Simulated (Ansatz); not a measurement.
Stepwise reaction of `[NH]=[Nb]([NH2])([NH2])[NH2]` with water, as a gas-phase model of exchange steps in deposition or etching. ΔE in kJ/mol; ΔG adds harmonic PBE0-D4 terms to CCSD(T)/CBS, at 1 bar.

Program: Ansatz. Geometries: PBE0-D4/def2-TZVP. ΔE: electronic, gas phase. CCSD(T)/CBS is the MP2 limit (def2-TZVPP, def2-QZVPP) plus CCSD(T) − MP2 in def2-TZVPP, frozen cores. This one scheme is used for every species. DFT in def2-TZVPP. B3LYP here is the variant with VWN-RPA as its local correlation; programs differ in this. def2 core potentials past Kr. For Nb outer-core shells are correlated without core-valence functions, which leaves a few kJ/mol of doubt a bond. Each species was taken in one conformer, which may not be the lowest.

| step | reaction | PBE-D4 | B3LYP-D4 | ωB97M-V | CCSD(T)/CBS | ΔG(500 K) |
| --- | --- | --- | --- | --- | --- | --- |
| 1 | `[NH]=[Nb]([NH2])([NH2])[NH2]` + H₂O → `[NH]=[Nb]([NH2])([NH2])[OH]` + NH₃ | -60.0 | -62.1 | -62.4 | -56.9 | -57.0 |
| 2 | `[NH]=[Nb]([NH2])([NH2])[OH]` + H₂O → `[NH]=[Nb]([NH2])([OH])[OH]` + NH₃ | -55.6 | -56.8 | -57.1 | -51.0 | -45.8 |

Give the row of step 3, `[NH]=[Nb]([NH2])([OH])[OH]` + H₂O → `[NH]=[Nb]([OH])([OH])[OH]` + NH₃. (An estimate is asked.)

Computed: 
```tsv
step	reaction	PBE-D4	B3LYP-D4	ωB97M-V	CCSD(T)/CBS	ΔG(500 K)
3	`[NH]=[Nb]([NH2])([OH])[OH]` + H₂O → `[NH]=[Nb]([OH])([OH])[OH]` + NH₃	-22.4	-23.1	-23.2	-16.3	-20.2
```

By hand: ΔE of the 3 steps together at CCSD(T)/CBS.

(-56.9) + (-51.0) + (-16.3) = -124.2 kJ/mol, or -41.4 kJ/mol a step.

In ΔE each step is higher than the one before. All are downhill at CCSD(T)/CBS. ΔG lies between -57.0 and -20.2 kJ/mol a step. PBE-D4 differs from CCSD(T)/CBS by -6.1 to -3.1 kJ/mol a step. Isolated molecules leave out the surface, adducts and barriers. Largest T1 diagnostic: 0.021.
